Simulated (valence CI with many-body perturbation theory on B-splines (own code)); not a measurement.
Al⁸⁺: electric-dipole lines

Level of theory: valence CI with perturbative core correlation (CI+MBPT): three valence electrons over a frozen Dirac-Fock core [He], radial functions for each j: 11 s, 11 p, 9 d, 7 f, 5 g, 2 h, 1 i, with the one-electron correlation potential Σ1, the two-electron term Σ2, the three-electron term Σ3, Breit, model QED; selected CI, second order for the rest, scaled by the run's own slope (own B-spline code, finite nucleus).

No measured spectrum was set against this ion. As an estimate, levels of excited configurations hold to 0.05 to 0.15 % of their energy, terms of the ground configuration to about 0.5 %.

Lines 201 to 240 of 240 in falling wavelength, among levels below 1953600 cm⁻¹, chosen from the strongest by gf and those to the six lowest levels. Wavelengths and rates use the calculated energies, so an error of 300 cm⁻¹ moves a line at 5.905 nm by 0.018 % and its rate by three times that or more. Electric multipoles are in the length gauge, E1 and E2 with the static RPA response of the core. Weak lines are less certain than strong ones. Lines between different terms over intervals too small for the method are left out, as are lines whose strength nearly cancels. Where a level lies close to another of its J and parity, the split of strength between their lines is uncertain. The highest levels of a list are the least certain.

Names give the largest LS component (configuration and term), which can be under half, so a name can repeat, a term be missing and a line seem to break the LS rules; names also repeat where a configuration has a term twice. Letters in brackets count levels of one name in rising energy.

```
λ vac (nm)                 Upper           Lower   A (s⁻¹)  S (a.u.)
     5.905      2s 2p 3d 2P°_3/2   2s 2p2 4P_3/2  1.17e+08  4.76e-05
     5.899      2s 2p 3d 2P°_3/2   2s 2p2 4P_1/2  1.33e+08  5.39e-05
     5.899      2s 2p 3d 2P°_1/2   2s 2p2 4P_3/2  2.57e+07  5.21e-06
     5.893      2s 2p 3d 2P°_1/2   2s 2p2 4P_1/2  3.81e+08  7.70e-05
     5.828   2s 2p 3p 2P_1/2 [a]  2s2 2p 2P°_3/2  5.19e+10  1.01e-02
     5.823   2s 2p 3p 2P_3/2 [a]  2s2 2p 2P°_3/2  1.42e+11  5.55e-02
     5.817       2s 2p 3p 4D_1/2  2s2 2p 2P°_3/2  2.25e+10  4.37e-03
     5.815       2s 2p 3p 4D_3/2  2s2 2p 2P°_3/2  5.35e+10  2.08e-02
     5.811   2s 2p 3p 2P_1/2 [a]  2s2 2p 2P°_1/2  1.23e+11  2.38e-02
     5.811       2s 2p 3p 4D_5/2  2s2 2p 2P°_3/2  8.03e+06  4.66e-06
     5.806   2s 2p 3p 2P_3/2 [a]  2s2 2p 2P°_1/2  3.59e+10  1.39e-02
     5.801       2s 2p 3p 4D_1/2  2s2 2p 2P°_1/2  5.36e+10  1.03e-02
     5.798       2s 2p 3p 4D_3/2  2s2 2p 2P°_1/2  1.42e+10  5.47e-03
     5.767       2s 2p 3p 4S_3/2  2s2 2p 2P°_3/2  1.63e+09  6.16e-04
     5.751       2s 2p 3p 4S_3/2  2s2 2p 2P°_1/2  4.69e+08  1.76e-04
     5.736       2s 2p 3p 4P_1/2  2s2 2p 2P°_3/2  1.16e+08  2.17e-05
     5.731       2s 2p 3p 4P_3/2  2s2 2p 2P°_3/2  2.76e+08  1.03e-04
     5.727       2s 2p 3p 4P_5/2  2s2 2p 2P°_3/2  2.32e+09  1.29e-03
     5.720       2s 2p 3p 4P_1/2  2s2 2p 2P°_1/2  2.63e+08  4.86e-05
     5.715       2s 2p 3p 4P_3/2  2s2 2p 2P°_1/2  1.96e+08  7.22e-05
     5.706   2s 2p 3p 2D_3/2 [a]  2s2 2p 2P°_3/2  5.26e+10  1.93e-02
     5.696   2s 2p 3p 2D_5/2 [a]  2s2 2p 2P°_3/2  2.68e+11  1.47e-01
     5.690   2s 2p 3p 2D_3/2 [a]  2s2 2p 2P°_1/2  2.18e+11  7.92e-02
     5.630   2s 2p 3p 2S_1/2 [a]  2s2 2p 2P°_3/2  1.91e+11  3.36e-02
     5.615   2s 2p 3p 2S_1/2 [a]  2s2 2p 2P°_1/2  8.60e+10  1.50e-02
     5.606  2s 2p 3d 2F°_7/2 [b]   2s 2p2 4P_5/2  3.45e+07  2.40e-05
     5.598  2s 2p 3d 2F°_5/2 [b]   2s 2p2 4P_3/2  4.24e+06  2.20e-06
     5.564  2s 2p 3d 2D°_5/2 [b]   2s 2p2 4P_3/2  1.07e+07  5.47e-06
     5.343   2s 2p 3p 2D_3/2 [b]  2s2 2p 2P°_3/2  1.92e+10  5.79e-03
     5.341   2s 2p 3p 2D_5/2 [b]  2s2 2p 2P°_3/2  2.80e+10  1.26e-02
     5.340   2s 2p 3p 2P_1/2 [b]  2s2 2p 2P°_3/2  3.49e+10  5.25e-03
     5.337   2s 2p 3p 2P_3/2 [b]  2s2 2p 2P°_3/2  6.25e+10  1.88e-02
     5.329   2s 2p 3p 2D_3/2 [b]  2s2 2p 2P°_1/2  1.16e+10  3.47e-03
     5.327   2s 2p 3p 2P_1/2 [b]  2s2 2p 2P°_1/2  5.32e+10  7.94e-03
     5.324   2s 2p 3p 2P_3/2 [b]  2s2 2p 2P°_1/2  2.28e+10  6.79e-03
     5.302   2s 2p 3p 2S_1/2 [b]  2s2 2p 2P°_3/2  3.88e+10  5.71e-03
     5.288   2s 2p 3p 2S_1/2 [b]  2s2 2p 2P°_1/2  2.26e+10  3.30e-03
     5.211         2p2 3s 4P_3/2  2s2 2p 2P°_3/2  4.26e+07  1.19e-05
     5.204         2p2 3s 4P_5/2  2s2 2p 2P°_3/2  1.97e+07  8.24e-06
     5.203         2p2 3s 4P_1/2  2s2 2p 2P°_1/2  5.95e+07  8.27e-06
```
